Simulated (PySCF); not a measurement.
Bi(F)2(Me) (CH3BiF2), SMILES [CH3][Bi]([F])[F]. Atoms are numbered in the order given.

```xyz
7

Bi     0.1057     0.2668     0.0000
F      0.5975    -1.0020     1.5278
F      0.5975    -1.0020    -1.5278
C     -2.0639    -0.4139     0.0000
H     -2.1932    -1.0288    -0.9020
H     -2.7617     0.4361     0.0000
H     -2.1932    -1.0288     0.9020
```
Charge 0, spin multiplicity 1.

Geometry: B3LYP-D3(BJ)/def2-SVP. The def2 effective core potentials stand for the cores of Bi; spin–orbit coupling is left out.

Computed with M06-2X/def2-TZVPD run with PySCF.

Mulliken values depend strongly on the basis, most of all with diffuse functions as here. ESP charges are fitted to the potential on shells at 1.4 to 2.0 van der Waals radii. Atomic charges (e):

```json
[
 {"atom": "Bi1", "ESP fit": "0.79", "Mulliken": "1.53"},
 {"atom": "F2", "ESP fit": "-0.39", "Mulliken": "-0.66"},
 {"atom": "F3", "ESP fit": "-0.39", "Mulliken": "-0.66"},
 {"atom": "C4", "ESP fit": "-0.33", "Mulliken": "-1.14"},
 {"atom": "H5", "ESP fit": "0.11", "Mulliken": "0.31"},
 {"atom": "H6", "ESP fit": "0.09", "Mulliken": "0.31"},
 {"atom": "H7", "ESP fit": "0.11", "Mulliken": "0.31"}
]
```
